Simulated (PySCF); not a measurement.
Pb⁻ (lead, charge -1) across methods

[Xe] 4f14 5d10 6s2 6p3, high-spin 4S determinant. All numbers are calculated (PySCF 2.14, scalar relativity through the core potential, in aug-cc-pwCVDZ-PP with ECP60MDF (6s5p4d1f, 48 functions)).

```csv
method,E (hartree),mean ε 6s α (eV),mean ε 6s β (eV),mean ε 6p α (eV),Σ⟨r²⟩ (bohr²),⟨S²⟩
r2SCAN,-192.9761,-7.167,-5.523,0.804,96.48,3.755
LC-wPBE,-192.9081,-11.165,-8.440,-1.604,92.13,3.759
UHF,-191.86534,-11.630,-7.607,-1.453,95.83,3.760
PW91,-192.9910,-6.776,-5.620,0.968,99.05,3.751
LDA,-192.6211,-6.982,-5.989,0.896,99.55,3.751
TPSSh,-192.8183,-7.314,-5.677,0.757,96.79,3.752
PBE,-192.9111,-6.750,-5.595,0.989,99.63,3.751
M06-2X,-192.7616,-9.766,-6.278,-0.351,90.76,3.755
PBE0,-192.8826,-8.107,-6.279,0.333,96.72,3.752
```

Energies and moments cover only the electrons outside the core potential. Spin-orbit coupling, which splits the p, d and f shells strongly at this Z, is absent. Spin-orbit coupling is strong in this species (close to jj coupling), so the high-spin LS determinant is a model state, not a physical level.

The highest occupied level is positive at r2SCAN, PW91, LDA, TPSSh, PBE, PBE0: only the finite basis holds that electron, which in a density functional comes from self-interaction.
